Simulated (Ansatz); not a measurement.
Start from `[NH2][SnH2][F]` and change one atom or group to get `[BH2][SnH2][NH2]`.

Ansatz, PBE0-D4/def2-TZVP geometries, multiplicity 1. Each molecule was computed in one conformer, which needn't be the lowest.

Elements past krypton have def2 core potentials.

| property | `[NH2][SnH2][F]` |
| --- | --- |
| LUMO energy (PBE0/def2-TZVPP) / eV | -0.31 |
| size of the dipole moment (ωB97M-V/def2-TZVPP) / D | 1.91 |
| HOMO energy (ωB97M-V/def2-TZVPP) / eV | -10.26 |
| LUMO energy (PBE/def2-TZVPP) / eV | -1.23 |
| HOMO energy (PBE/def2-TZVPP) / eV | -6.40 |
| size of the dipole moment (B3LYP/def2-TZVPP) / D | 1.94 |

Task: What does the change do to each property? (Best estimate.)

Result: The calculation gave: 
```json
{"property": "LUMO energy (PBE0/def2-TZVPP) / eV", "`[BH2][SnH2][NH2]`": "-2.55", "shift": "-2.24"}
{"property": "size of the dipole moment (ωB97M-V/def2-TZVPP) / D", "`[BH2][SnH2][NH2]`": "1.01", "shift": "-0.90"}
{"property": "HOMO energy (ωB97M-V/def2-TZVPP) / eV", "`[BH2][SnH2][NH2]`": "-9.33", "shift": "0.93"}
{"property": "LUMO energy (PBE/def2-TZVPP) / eV", "`[BH2][SnH2][NH2]`": "-3.55", "shift": "-2.32"}
{"property": "HOMO energy (PBE/def2-TZVPP) / eV", "`[BH2][SnH2][NH2]`": "-5.63", "shift": "0.77"}
{"property": "size of the dipole moment (B3LYP/def2-TZVPP) / D", "`[BH2][SnH2][NH2]`": "0.98", "shift": "-0.96"}
```

With PBE0 the HOMO rises by 0.85 eV and the LUMO falls by 2.24 eV, so the gap narrows by about 3.09 eV. PBE moves the HOMO by 0.77 eV and ωB97M-V by 0.93 eV. Dipoles are sizes alone; their direction can turn.

B3LYP here is the variant with VWN-RPA as its local correlation; programs differ in this.
